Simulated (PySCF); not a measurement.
# CoCl2: bend–stretch map

These are results of UPBE/[Co def2-TZVP, Cl def2-TZVP], no relativity, density fitting, PySCF, not measurements.

Rigid scan from the quartet minimum (Co–Cl 2.077 Å (×2); Cl–Co–Cl 180.0°). Coordinate: rows scale both bonds, columns set the Cl–Co–Cl angle. Energies in kJ/mol from the minimum.

Rows run from the largest first scale (top) to the smallest, columns from the smallest angle to the largest. Lower edges of the bins (kJ/mol): '0' 0.0, '1' 1.0, '2' 2.6, '3' 5.2, '4' 9.2, '5' 15.6, '6' 25.7, '7' 41.8, '8' 67.2, '9' 107.5; top 171.
```
9887777
9876655
9765433
9765310
9876433
9887666
```

(1) Give the energies on the grid of the scan.

Results:

(1) 
| scale \ angle | 90 | 105 | 120 | 135 | 150 | 165 | 180 |
| --- | --- | --- | --- | --- | --- | --- | --- |
| 0.94 | 171 | 106 | 71 | 50 | 38 | 31 | 29 |
| 0.97 | 135 | 78 | 46 | 27 | 15 | 9 | 7 |
| 1.00 | 116 | 66 | 37 | 20 | 8 | 2 | 0 |
| 1.03 | 110 | 66 | 40 | 24 | 13 | 7 | 5 |
| 1.06 | 115 | 75 | 52 | 37 | 27 | 22 | 20 |
| 1.10 | 132 | 98 | 77 | 64 | 55 | 50 | 48 |

The bond scale of lowest energy on the grid is 1.03 at 90°, 1.00 at 105°, 1.00 at 120°, 1.00 at 135°, 1.00 at 150°, 1.00 at 165°, 1.00 at 180°.

Open d and f shells are described by one determinant, and the ground state may have another occupation or spin.
